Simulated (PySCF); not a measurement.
Method: B3LYP-D3(BJ)/def2-TZVP // PBE0-D4/def2-SVP in PySCF 2.14.0. All species are isolated molecules in the gas phase. One relaxed conformer stands for a flexible species; it need not be the lowest. B3LYP has the VWN-RPA correlation part, as in Gaussian. Excitations are Tamm–Dancoff values on a coarser integration grid. The basis has no diffuse functions, so Rydberg states are missing or too high.

Reference species (SMILES): `Bc1ccsc1S` (neutral, multiplicity 1).

```yaml
LUMO: -2.21 eV
brightest of the four lowest singlets (TDA): 5.49 eV
HOMO: -6.22 eV
S1 excitation (TDA): 3.61 eV
```

After one change: the LUMO falls by 0.19 eV; the brightest of the four lowest singlets (TDA) decreases by 0.43 eV; the HOMO falls by 0.45 eV; the S1 excitation (TDA) rises by 0.15 eV.

Which change was made? The new species is one of these.
(A) `Bc1sccc1S`
(B) `Bc1cc(S)cs1`
(C) `Bc1csc(S)c1`
(D) `Bc1ccc(S)s1`

B, `Bc1cc(S)cs1`
